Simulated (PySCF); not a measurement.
Dipole response of B (boron, neutral)

[He] 2s1 2p2, high-spin 4P determinant (an excited configuration). Calculation: PySCF 2.14, in def2-QZVPPD; the non-relativistic Hamiltonian (point nucleus). Coupled (time-dependent) response in atomic units; α is the mean over directions.

| method | mean α (bohr³) | α xx, yy, zz | C₆ (like pair) | S(−4) |
| --- | --- | --- | --- | --- |
| UHF | 16.41 | 16.21, 16.51, 16.51 | 71.63 | 157.0 |
| PBE | 20.84 | 18.98, 21.77, 21.77 | 95.55 | 318.7 |
| PBE0 | 19.17 | 17.98, 19.76, 19.76 | 86.39 | 248.8 |
| M06 | 20.31 | 18.72, 21.10, 21.10 | 88.22 | 338.4 |
| TPSSh | 19.65 | 18.14, 20.40, 20.40 | 89.52 | 265.9 |

S(−4) is the Cauchy moment in α(ω) = α(0) + S(−4) ω² + …

α(iu) at UHF:

```tsv
u (hartree)	α(iu) (bohr³)
0	16.41
0.0500	16.03
0.100	15.01
0.200	12.12
0.300	9.364
0.500	5.663
0.750	3.327
1.00	2.156
1.50	1.106
2.00	0.6702
3.00	0.3238
5.00	0.1279
```

A single London oscillator, α(iu) = α/(1 + u²/ω²), gives C₆ = (3/4) ω α². Matching the computed C₆ needs ω = 4 × 71.63 / (3 × 16.41²) = 0.355 hartree.

The components differ because the open shell of this determinant is not spherical; for a pure term their mean is the scalar polarisability.
